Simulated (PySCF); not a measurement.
What builds the third ionisation energy along the 4p block

All values are computed (PySCF 2.14, energy differences of UHF-based or UKS calculations, no spin-orbit coupling). Each column adds one step, in eV (sums use unrounded values): valence MP2, valence CCSD, valence triples, then the next inner shell at CCSD(T) (Ge 3s 3p 3d, As 3s 3p 3d, Br 3s 3p 3d, Kr 3s 3p 3d). References (NIST) marked * lie between the lowest fine-structure levels; the others compare directly ((s) semi-empirical, (t) theoretical).

```
                                                                       element     UHF  + MP2  + CCSD  + (T)  + inner shell     sum         reference
        Ge [Ar] 3d10 4s2 → [Ar] 3d10 4s1 (aug-cc-pwCVDZ-PP with ECP10MDF, ECP)  32.206  0.745   0.317  0.000          0.570  33.838            34.058
    As [Ar] 3d10 4s2 4p1 → [Ar] 3d10 4s2 (aug-cc-pwCVDZ-PP with ECP10MDF, ECP)  27.462  0.193   0.092  0.014          0.101  27.862  28.349 ± 0.012 *
Br [Ar] 3d10 4s2 4p3 → [Ar] 3d10 4s2 4p2 (aug-cc-pwCVDZ-PP with ECP10MDF, ECP)  34.621  0.403  -0.054  0.006          0.075  35.052  34.871 ± 0.019 *
Kr [Ar] 3d10 4s2 4p4 → [Ar] 3d10 4s2 4p3 (aug-cc-pwCVDZ-PP with ECP10MDF, ECP)  34.260  0.457   0.024  0.012          0.082  34.835   35.838 ± 0.02 *
```

Double-zeta sets recover only part of the correlation energy.

What remains against the references is mostly basis incompleteness and, for starred values, spin-orbit coupling.

What share of the correlation contribution for Kr comes from the inner shell?

The four steps add to 0.575 eV, of which the inner shell gives 0.082 eV, or 14 %.
